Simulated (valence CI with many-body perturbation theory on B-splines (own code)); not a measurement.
Results of a calculation; reference values are marked as such.
## Ladder of approximations for Ho⁵⁹⁺

Level of theory: relativistic CI+MBPT: six valence electrons over a frozen Dirac-Fock core [He], a basis of 9 s, 9 p, 8 d, 6 f, 3 g, 1 h functions for each j, with the one-electron correlation potential Σ1 (screened to all orders), the two-electron term Σ2, the three-electron term Σ3, Breit, model QED; selected single and double excitations, second order for the rest, scaled by the run's own slope (own B-spline code, finite nucleus).

The last digits are not significant, and no measured levels were compared; by estimate large intervals hold to a few tenths of a per cent, small ones and those within an open d or f shell to about a per cent. Among the levels kept, up to 2100 cm⁻¹ of a level comes from second order outside the variational space, and about a tenth of that is noise between levels of different J, which matters for small intervals.

Each rung adds one term. CI alone is the Dirac-Coulomb CI over the frozen core; QED comes last and gives the full result, which names the levels. Energies are above (2s^2 2p1/2^2 2p3/2^2) J=2 on the same rung, in eV.

Levels are named by their leading jj configuration (3d3/2^4 stands for four electrons in 3d with j = 3/2), which in mixed levels can hold well under half, so a name can repeat and another be missing. Letters in brackets count levels of one name in rising energy.

```tsv
Level	CI alone	+ Σ1	+ Σ2	+ Σ3	+ Breit	Full
(2s^2 2p1/2^2 2p3/2^2) J=0	46.3	46.3	46.6	46.5	52.5	52.5
(2s^2 2p1/2 2p3/2^3) J=1	893.9	894.0	894.1	894.1	885.2	886.5
(2s^2 2p1/2 2p3/2^3) J=2	918.0	918.2	918.3	918.2	903.6	905.0
(2s 2p1/2^2 2p3/2^3) J=2	1250.2	1250.1	1249.8	1249.6	1248.6	1237.5
(2s 2p1/2^2 2p3/2^3) J=1	1321.5	1321.4	1321.0	1320.6	1321.5	1310.3
(2s^2 2p3/2^4) J=0	1828.7	1829.1	1829.4	1829.3	1809.3	1811.8
(2s 2p1/2 2p3/2^4) J=0	2154.4	2154.4	2154.4	2154.1	2144.1	2134.2
(2s 2p1/2 2p3/2^4) J=1	2193.6	2193.6	2193.4	2193.0	2180.1	2170.2
(2p1/2^2 2p3/2^4) J=0	2605.8	2605.5	2604.8	2604.3	2605.5	2583.3
(2s^2 2p1/2^2 2p3/2 3s) J=2	7047.9	7048.1	7048.3	7048.1	7039.9	7042.1
(2s^2 2p1/2^2 2p3/2 3s) J=1	7055.6	7055.9	7056.1	7055.9	7048.1	7050.2
(2s^2 2p1/2^2 2p3/2 3p1/2) J=1	7151.3	7151.5	7151.7	7151.5	7148.0	7146.6
(2s^2 2p1/2^2 2p3/2 3p1/2) J=2	7154.6	7154.8	7154.9	7154.7	7149.6	7148.3
(2s^2 2p1/2^2 2p3/2 3p3/2) J=3	7409.6	7409.9	7410.0	7409.8	7400.8	7399.8
(2s^2 2p1/2^2 2p3/2 3p3/2) J=1	7409.4	7409.6	7409.8	7409.6	7401.1	7400.1
(2s^2 2p1/2^2 2p3/2 3p3/2) J=2	7434.3	7434.5	7434.6	7434.4	7426.2	7425.3
(2s^2 2p1/2^2 2p3/2 3p3/2) J=0	7454.7	7455.0	7455.2	7455.0	7449.2	7448.2
(2s^2 2p1/2^2 2p3/2 3d3/2) J=2	7516.7	7517.0	7517.2	7517.0	7508.6	7507.1
(2s^2 2p1/2^2 2p3/2 3d3/2) J=3	7525.6	7525.9	7526.2	7526.0	7515.9	7514.5
(2s^2 2p1/2^2 2p3/2 3d3/2) J=1	7527.1	7527.4	7527.6	7527.4	7519.1	7517.6
(2s^2 2p1/2^2 2p3/2 3d3/2) J=0	7526.7	7527.0	7527.3	7527.1	7521.7	7520.3
(2s^2 2p1/2^2 2p3/2 3d5/2) J=4	7586.5	7586.7	7587.0	7586.8	7575.2	7574.0
(2s^2 2p1/2^2 2p3/2 3d5/2) J=2	7596.0	7596.3	7596.5	7596.3	7585.6	7584.3
(2s^2 2p1/2^2 2p3/2 3d5/2) J=3	7611.8	7612.1	7612.3	7612.1	7600.2	7598.9
(2s^2 2p1/2^2 2p3/2 3d5/2) J=1	7620.2	7620.4	7620.7	7620.5	7610.8	7609.5
(2s^2 2p1/2 2p3/2^2 3s) J=2 [a]	7928.5	7928.9	7929.0	7928.8	7908.7	7912.3
(2s^2 2p1/2 2p3/2^2 3s) J=1 [a]	7939.2	7939.6	7939.8	7939.6	7919.4	7923.0
(2s^2 2p1/2 2p3/2^2 3s) J=3	7960.1	7960.6	7960.8	7960.6	7932.7	7936.2
(2s^2 2p1/2 2p3/2^2 3s) J=2 [b]	7966.7	7967.2	7967.3	7967.1	7940.1	7943.7
(2s^2 2p1/2 2p3/2^2 3s) J=0	7994.7	7995.2	7995.6	7995.3	7977.7	7981.2
(2s^2 2p1/2 2p3/2^2 3s) J=1 [b]	7998.9	7999.3	7999.6	7999.3	7980.9	7984.4
```

Question: How does the ionisation energy move along the ladder, and which term matters most?

Answer: CI alone 13129, + Σ1 13129, + Σ2 13130, + Σ3 13129, + Breit 13117, + QED 13116 eV. The largest step is Breit, -12 eV. NIST lists 13116 ± 7 eV (theoretical).
